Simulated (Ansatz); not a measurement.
Geometry optimisation, RHF/def2-mTZVP in Ansatz.

The input (input.yaml):

```yaml
crystal:
  periodic: [false, false, false]
  atoms:
    - { symbol: Sn, position_ang: [0.0, 0.0, 0.0] }
    - { symbol: Cl, position_ang: [0.0, 0.0, 2.76] }
    - { symbol: H, position_ang: [1.6408, 0.0, -0.5794] }
    - { symbol: H, position_ang: [-0.8195, 1.4198, -0.5794] }
    - { symbol: Cl, position_ang: [-1.1351, -1.9666, -0.8025] }
    - { symbol: Br, position_ang: [1.0754, -2.5229, 0.9113] }
    - { symbol: H, position_ang: [0.6037, -1.4165, 2.2648] }
basis:
  gaussian: { orbitals: def2-mTZVP }
hamiltonian:
  xc: hf
relax:
  f_tol: 0.15
  max_steps: 25
  restrain:
    - { distance: [0, 5], at: 2.59, k: 30.0 }
    - { distance: [6, 1], at: 1.37, k: 30.0 }
    - { distance: [0, 1], at: 3.61, k: 30.0 }
    - { distance: [6, 5], at: 2.75, k: 30.0 }
```

Launched with:

```bash
$ ansatz run input.yaml --threads 4 --pin off --max-ram 5120MiB --backend cpu --events-out ev --progress --plain --runs-dir out
```

Where does it end, and by what steps?

The run converged. The restraints hold the end off the free minimum. After 15 steps the energy has fallen by 3.184 eV (the restraints' own energy left out); Cl5 moved furthest, 1.76 Å. Parted: Sn1–Cl2 (2.76 → 3.61 Å).

| step | energy less start (eV) | largest force component (eV/Å) | accepted |
| --- | --- | --- | --- |
| 0 | 0.0000 | 2.984 | yes |
| 1 | 0.1077 | 2.259 | yes |
| 2 | -0.1940 | 2.829 | yes |
| 3 | -0.9477 | 1.539 | yes |
| 4 | -1.6143 | 1.404 | yes |
| 5 | -2.1496 | 1.053 | yes |
| 6 | -2.5291 | 1.147 | yes |
| 7 | -2.7941 | 1.344 | yes |
| 8 | -2.9325 | 1.423 | yes |
| 9 | -2.9886 | 1.296 | yes |
| 10 | -3.0127 | 1.495 | yes |
| 11 | -3.0245 | 1.845 | yes |
| 12 | -3.0979 | 1.558 | yes |
| 13 | -3.1519 | 1.414 | yes |
| 14 | -3.1689 | 1.426 | yes |
| 15 | -3.1839 | 1.353 | yes |

```xyz
7
Properties=species:S:1:pos:R:3
Sn -0.069 -0.602 -0.349
Cl 0.823 0.576 2.949
H 1.348 0.279 -0.590
H -1.423 0.115 0.351
Cl -0.729 -1.437 -2.428
Br 0.525 -2.669 1.051
H 0.891 -0.749 2.991
```

Run time: 25 s on 4 threads of Arm Neoverse V2, on a shared host, peak memory 0.36 GiB.
